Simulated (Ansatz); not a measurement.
Geometry optimisation, DFT PBE-D3(BJ), scalar-relativistic, plane waves, PAW in Ansatz 0.2.0.

Input:

```yaml
crystal:
  lattice:
    - [7.230427, 0.0, 0.0]
    - [0.0, 7.230427, 0.0]
    - [0.0, 0.0, 7.230427]
  atoms:
    - { symbol: C, position: [0.8770579, 0.7441327, 0.6186652] }
    - { symbol: H, position: [0.7770088, 0.7466435, 0.7313417] }
    - { symbol: H, position: [1.0133503, 0.7805423, 0.6716825] }
    - { symbol: H, position: [0.8361262, 0.8434022, 0.5129189] }
    - { symbol: H, position: [0.8817462, 0.6059429, 0.5587177] }
    - { symbol: C, position: [0.4240433, 0.2548012, 0.7608015] }
    - { symbol: H, position: [0.466963, 0.3479214, 0.871249] }
    - { symbol: H, position: [0.5116434, 0.132173, 0.7616044] }
    - { symbol: H, position: [0.4370432, 0.3249556, 0.6280556] }
    - { symbol: H, position: [0.2805235, 0.2141549, 0.7822971] }
    - { symbol: C, position: [0.9259778, 0.2710535, 0.5666358] }
    - { symbol: H, position: [1.0123588, 0.3605304, 0.6517494] }
    - { symbol: H, position: [0.8407159, 0.1842064, 0.6555183] }
    - { symbol: H, position: [1.0135969, 0.1839166, 0.4803677] }
    - { symbol: H, position: [0.8372397, 0.3555606, 0.4789077] }
    - { symbol: C, position: [0.1247088, 0.0234516, 0.0540962] }
    - { symbol: H, position: [0.1831938, 0.1604929, 0.0767084] }
    - { symbol: H, position: [0.100461, -0.0433709, 0.1869831] }
    - { symbol: H, position: [0.2209221, -0.0594696, -0.027016] }
    - { symbol: H, position: [-0.0057418, 0.036154, -0.0202907] }
    - { symbol: C, position: [0.5364064, 0.636152, 0.9822065] }
    - { symbol: H, position: [0.605733, 0.7399762, 0.8977881] }
    - { symbol: H, position: [0.3922343, 0.6249872, 0.9397578] }
    - { symbol: H, position: [0.543087, 0.6766723, 1.1272085] }
    - { symbol: H, position: [0.604571, 0.5029724, 0.9640714] }
    - { symbol: C, position: [0.8484339, 0.6287568, 0.1988456] }
    - { symbol: H, position: [0.8796806, 0.7761068, 0.2037183] }
    - { symbol: H, position: [0.7234736, 0.6012433, 0.2784701] }
    - { symbol: H, position: [0.9634826, 0.5510422, 0.2574661] }
    - { symbol: H, position: [0.8270988, 0.5866347, 0.0557279] }
basis:
  ecutwfc: 420.0
kpoints:
  mp_grid: { grid: [1, 1, 1] }
hamiltonian:
  xc: pbe
  dispersion: d3bj
scf:
  occupations: { method: fermi_dirac, width: 0.02 }
  lower_state_search: "off"
relax:
  f_tol: 0.3
  max_steps: 15
  adjacent_minimum: "off"
```

Command:

```bash
$ ansatz run input.yaml --threads 1 --pin off --max-ram 3072MiB --backend cpu --events-out ev --progress --plain --runs-dir out
```

Task: Where does it end, and by what steps?

Result: The forces met the threshold. The threshold is loose, so the end isn't yet a minimum. The force dipped under the threshold on the way, but the program's further checks kept it going. Limits of this set-up: coarse k mesh. After 7 steps the energy has fallen by 1.061 eV; H22 moved furthest, 0.97 Å.

```tsv
step	energy less start (eV)	largest force component (eV/Å)	accepted
0	0.0000	0.797	yes
1	-0.4060	0.157	yes
2	-0.6480	0.307	yes
3	-0.8108	0.240	yes
4	-0.9004	0.582	yes
5	-1.0106	0.080	yes
6	-1.0106	0.080	yes
7	-1.0611	0.228	yes
```

```xyz
30
Lattice="7.2304 0.0000 0.0000 0.0000 7.2304 0.0000 0.0000 0.0000 7.2304" Properties=species:S:1:pos:R:3
C 6.144 5.662 4.757
H 5.701 6.061 5.673
H 7.235 5.755 4.816
H 5.777 6.230 3.897
H 5.869 4.611 4.647
C 3.303 1.437 5.219
H 3.711 1.773 6.186
H 3.835 0.533 4.885
H 3.429 2.233 4.471
H 2.239 1.217 5.338
C 7.019 1.924 4.016
H 7.630 2.812 4.249
H 6.617 1.487 4.945
H 7.639 1.181 3.506
H 6.191 2.210 3.353
C 0.841 0.411 0.604
H 1.374 1.364 0.695
H 0.752 -0.054 1.591
H 1.397 -0.262 -0.060
H -0.162 0.588 0.190
C 3.205 4.825 7.162
H 3.524 5.765 6.690
H 2.234 4.527 6.758
H 3.117 4.974 8.244
H 3.949 4.047 6.957
C 6.505 4.237 1.244
H 6.411 5.316 1.096
H 5.630 3.871 1.788
H 7.407 4.018 1.821
H 6.562 3.739 0.268
```

Time of the run: 12 s on 1 thread of Arm Neoverse V2, on a shared host, peak memory 0.37 GiB.
